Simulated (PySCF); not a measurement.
Structure with atom numbers: `[CH:1]#[C:2][SiH2:3][O:4][SiH:5]([O:6][SiH3:7])[O:8][SiH3:9]`. Hydrogens are named by the atom that carries them.

PySCF calculation with shielding tensors at HF/pcSseg-1 (GIAO) and PBE0-D3(BJ)/def2-SVP geometry; one averaged value for each set of equivalent atoms, in vacuum, single conformer, relativity neglected.

Shifts are taken against calculated references (same method and geometry level): $^{13}$C, $^{1}$H, $^{29}$Si vs TMS; $^{17}$O against H2O.

```
        atoms    nucleus  count  δ (ppm)
        O6/O8   $^{17}$O      2     31.0
       H(Si5)    $^{1}$H      1        ?
           C2   $^{13}$C      1     88.0
           C1   $^{13}$C      1        ?
          Si5  $^{29}$Si      1    -74.9
       H(Si3)    $^{1}$H      2        ?
H(Si7)/H(Si9)    $^{1}$H      6     4.56
      Si7/Si9  $^{29}$Si      2    -43.8
           O4   $^{17}$O      1     47.7
          Si3  $^{29}$Si      1    -54.1
        H(C1)    $^{1}$H      1     3.05
```

Q: Complete the table.

A: 
- C1: 112.4 ppm, terminal alkyne carbon
- H(Si3): 4.49 ppm, hydrogen on a silicon bonded to C, O
- H(Si5): 3.79 ppm, hydrogen on a silicon bonded to 3 O

Shifts are as computed. Against solution values, carbons near 30 ppm lie about -0 ppm off and those near 130 ppm about +7 ppm. Of 1309 compounds with measured shifts, 239 miss one by over three times the rms of a fit or turn the order of signals round; such compounds aren't used in these exercises. Experimental scales use liquid or dissolved standards, which lie at an offset from isolated H2O (liquid H2O: subtract about 36 ppm).
